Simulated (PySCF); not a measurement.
Species: C₉H₁₀O₃.
SMILES with atom numbers: `[CH3:1][C@@H:2]([O:3][CH:4]=[O:5])[O:6][c:7]1[cH:8][cH:9][cH:10][cH:11][cH:12]1` (hydrogens: H13, H14, H15 on C1; H16 on C2; H17 on C4; H18 on C8; H19 on C9; H20 on C10; H21 on C11; H22 on C12)

Level of theory: PySCF, PBE0-D3(BJ)/def2-SVP geometry optimisation, gas phase.

(1) List the bond lengths, angles and torsions at this level.

Answers

(1) 
```tsv
bond	length (Å)
C1–C2	1.504
C2–O3	1.436
O3–C4	1.331
C4=O5	1.198
C2–O6	1.382
O6–C7	1.363
C7–C8, C7–C12	1.398
C8–C9, C11–C12	1.393
C9–C10, C10–C11	1.394
C1–H13, C1–H14, C1–H15	1.098
C2–H16	1.101
C4–H17	1.110
C8–H18, C12–H22	1.091
C9–H19, C11–H21	1.093
C10–H20	1.092
```

Bonds in one row agree within 0.01 Å and their mean is given. A selection of angles:
```tsv
angle	degrees
C1–C2–O3	109.0
C1–C2–O6	108.4
O3–C2–O6	107.8
C2–O3–C4	118.9
O3–C4–O5	126.2
C2–O6–C7	120.3
O6–C7–C8	124.5
O6–C7–C12	115.4
C8–C7–C12	120.1
C7–C8–C9	119.1
C8–C9–C10	121.1
C9–C10–C11	119.2
C10–C11–C12	120.4
```

Dihedral angles: C1–C2–O3–C4 -111° (anticlinal); C2–O3–C4–O5 2° (synperiplanar); C1–C2–O6–C7 169° (antiperiplanar); C2–O6–C7–C8 -6° (synperiplanar).

The C–C distances run from 1.389 Å (C11–C12, aromatic) to 1.504 Å (C1–C2, drawn single), a spread of 0.115 Å. The 6-membered ring C7–C8–C9–C10–C11–C12 has internal angles of 119.1° to 121.1°; it is planar, 0.00 Å rms from its mean plane, widest ring torsion 0°. The 5 C–O bonds span 1.198 Å (C4=O5, drawn double) to 1.436 Å (C2–O3, drawn single), a spread of 0.238 Å. Of the pairs four or more bonds apart, O5···H16 is among the closest relative to their van der Waals radii: 2.28 Å, 84 % of the sum of Bondi's values.

Point group: C1 (no symmetry element, even within 0.4 Å). No PBE0-D3(BJ)/def2-SVP frequencies stand behind this structure, so it isn't proved a minimum. The numbers are those of one conformer.
